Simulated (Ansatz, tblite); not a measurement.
Cost and result up the ladder for Ge(tBu)Me3 (C7H18Ge) (26 atoms). Charge 0, multiplicity 1. Geometry: PBE-D4/def2-SVP.

Cartesian coordinates in Å:
```
Ge 0.5079 -0.6805 0.3723
C -0.5953 0.7967 -0.4363
C -1.6882 0.1789 -1.3239
C 0.3179 1.6991 -1.2823
C -1.2402 1.6165 0.6931
H -2.3251 0.9749 -1.7740
H -1.2587 -0.4105 -2.1608
H -2.3607 -0.4927 -0.7494
H 0.8133 1.1376 -2.1024
H 1.1136 2.1734 -0.6706
H -0.2691 2.5204 -1.7541
H -0.4805 2.0677 1.3658
H -1.9189 0.9992 1.3181
H -1.8466 2.4526 0.2747
C -0.5861 -1.7264 1.6407
H -0.0047 -2.5869 2.0299
H -1.4962 -2.1190 1.1444
H -0.8972 -1.1004 2.5008
C 2.0538 0.0804 1.3374
H 2.6138 -0.7225 1.8589
H 1.7208 0.8186 2.0946
H 2.7457 0.5860 0.6341
C 1.1705 -1.8858 -1.0448
H 1.7521 -1.3213 -1.8009
H 0.3279 -2.3927 -1.5560
H 1.8305 -2.6632 -0.6093
```

Ansatz on 4 threads of Arm Neoverse V2 on a shared host; xTB runs through tblite on one thread. Times are rough, summed over both states, and most runs start from the orbitals of an earlier one. PBE0-D4/def2-TZVP serves as the yardstick here, not as an exact answer. The other state is a triplet.

The xTB rows come from tblite.

xTB has no spin-polarisation term.

| level | functions | wall time | vertical triplet (eV) | difference from PBE0-D4/def2-TZVP (eV) |
| --- | --- | --- | --- | --- |
| GFN2-xTB | 55 | 0.021 s | 8.00 | 1.27 |
| GFN1-xTB | 73 | 0.036 s | 6.83 | 0.10 |
| PBE-D4/def2-TZVP (with forces) | 373 | 26 s | 6.19 | -0.53 |
| r2SCAN-D4/def2-TZVP | 373 | 50 s | 6.55 | -0.17 |
| PBE0-D4/def2-TZVP | 373 | 75 s | 6.73 | 0.00 |
